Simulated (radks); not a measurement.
Results of a calculation; reference values are marked as such.
Species: Te. Configuration: [Kr] 4d10 5s2 5p4. Code: a radial shooting solver on a logarithmic mesh with Libxc functionals. Model: scalar-relativistic Kohn-Sham, BLYP, spin-polarised, spherical densities, finite nucleus; open shells are filled with parallel spins first (spin-orbit coupling, left out, can overturn this in heavy ions); Fermi nuclear charge, rms radius 4.7423 fm.

Normalised radial functions P(r) = r R(r), r in bohr:

r,5s down,5p down
0.001736,0.0347,0.0009
0.002673,0.0491,0.0018
0.004151,0.0677,0.0040
0.006394,0.0883,0.0084
0.009928,0.1058,0.0177
0.01542,0.1070,0.0353
0.02374,0.0725,0.0646
0.03687,-0.0159,0.1046
0.05679,-0.1322,0.1327
0.08818,-0.1725,0.0973
0.1358,-0.0067,-0.0418
0.2109,0.2446,-0.1903
0.3275,0.1192,-0.0890
0.5044,-0.3322,0.2306
0.7832,-0.2327,0.2387
1.206,0.4817,-0.2419
1.873,0.7949,-0.6423
2.885,0.4716,-0.5798
4.48,0.1217,-0.2832
6.956,0.0113,-0.0707

5s down: eigenvalue -14.361 eV, 4 radial nodes at r = 0.0346, 0.137, 0.368, 0.913 bohr, <r> = 2.08 bohr, 90 % of the charge inside 3.07 bohr. 5p down: eigenvalue -5.188 eV, 3 radial nodes at r = 0.122, 0.372, 0.998 bohr, <r> = 2.73 bohr, 90 % of the charge inside 4.19 bohr.
